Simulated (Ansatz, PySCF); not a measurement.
B(OMe)(SH)2 (CH5BOS2), SMILES COB(S)S. Atoms are numbered in the order given.

```xyz
10

B      0.1345    -0.0878     0.1133
O     -0.3949    -1.3298     0.1195
C     -1.3809    -1.7444    -0.7943
H     -2.2918    -1.1288    -0.7064
H     -1.0150    -1.6824    -1.8329
H     -1.6370    -2.7888    -0.5713
S      1.4036     0.3397     1.3409
H      1.4035    -0.8743     1.9324
S     -0.4173     1.1466    -1.1128
H      0.3854     2.1447    -0.6902
```
Charge 0, spin multiplicity 1.

Geometry: PBE0-D3(BJ)/def2-SVP. This is a generated structure with no PubChem entry under its InChIKey; it may be hypothetical. Other conformers were not sampled.

Two levels are set side by side: PBE-D3(BJ)/def2-SVP (Ansatz, a first-principles code) and PBE0-D3(BJ)/def2-SVP (Ansatz). Each level has its own optimised geometry; the coordinates shown are those of the second. Frequencies come from the Hessian of PySCF at each geometry. Differences are taken from unrounded values.

```
quantity                            PBE0-D3(BJ)  PBE-D3(BJ)  PBE-D3(BJ) minus PBE0-D3(BJ)
----------------------------------  -----------  ----------  ----------------------------
mean bond length (Å)                      1.378       1.389                         0.011
bond B1–O2 (Å)                            1.350       1.363                         0.013
bond B1–S7 (Å)                            1.817       1.827                         0.010
bond B1–S9 (Å)                            1.825       1.836                         0.011
bond O2–C3 (Å)                            1.407       1.421                         0.014
bond C3–H4 (Å)                            1.103       1.112                         0.009
bond C3–H5 (Å)                            1.103       1.112                         0.009
bond C3–H6 (Å)                            1.098       1.107                         0.009
bond S7–H8 (Å)                            1.350       1.362                         0.012
bond S9–H10 (Å)                           1.349       1.361                         0.012
highest harmonic wavenumber (cm⁻¹)         3171        3073                           -99
mean harmonic wavenumber (cm⁻¹)            1223        1179                           -44
zero-point energy (kcal/mol)              41.96       40.44                         -1.52
```

GGA bonds tend to be longer and softer than those of functionals with exact exchange. Differences between two approximate levels are no errors against the true value.
